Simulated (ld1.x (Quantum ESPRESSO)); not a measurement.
The numbers below are computed, except where a source is named.
# Pseudopotentials across the periodic table

Generated with ld1.x 7.5 (TM, RRKJ, ultrasoft, PAW), atompaw 4.2 or ONCVPSP 4.0.1. The cutoff is in Ry: for ld1.x and atompaw files where the sum of valence levels is converged to 10 mRy in a Bessel basis, for ONCV files where the hardest occupied wave has 1 mHa per electron of residual kinetic energy. The error is the largest all-electron minus pseudo excitation energy over each file’s own four to seven test configurations (ionisations up to +4, promotions, holes and added fractions of an electron), all of which were solved. The labels leave out finer settings (local radius, basis sizes, second energies), which also bear on the numbers. Spin-polarised tests are not counted. The rows are a selection from randomly drawn settings: files with unsolved tests, undetermined cutoffs or missed reference levels are left out.

A true bound ghost makes a file unfit for plane-wave use even where its test errors are small: the radial tests pick states by their node count and pass the ghost by.

| element | potential | cutoff (Ry) | largest error (meV) | bound ghosts |
| --- | --- | --- | --- | --- |
| Ga | TM, PBE, scalar-relativistic, rc 1.65/2.10 (sp), local p, core correction yes, reference 4s1.75 4p1.25 | 15 | -170 | s |
| Nb | TM, LDA (PZ), scalar-relativistic, rc 2.50/3.15/2.40 (spd), local smoothed, core correction yes, reference 4d4 5s1 5p0 | 30 | -465 | none |
| Sb | PAW, PBE, scalar-relativistic, rc 1.90/1.85/1.35 (spd), local smoothed, core correction yes, reference 4d10 5s2 5p3 | 90 | -15 | s, p |
| Re | PAW, PBE, scalar-relativistic, rc 2.85/3.30/2.15 (spd), local smoothed, core correction yes, reference 5d5 6s1.5 6p0 | 21 | -152 | none |

Problem. Fill in the row for Pd: TM, LDA (PZ), scalar-relativistic, rc 2.25/1.90/1.15 (spd), local s, core correction yes, reference 4d7 5s0 5p0.

Solution. cutoff 80 Ry, largest error -1211 meV, bound ghosts: p.

Problem. Fill in the row for Si: PAW, PBE, non-relativistic, rc 1.95/2.35/2.25 (spd), local smoothed, core correction yes, reference 3s2 3p1.5.

Solution. cutoff 8 Ry, largest error -50 meV, bound ghosts: none.
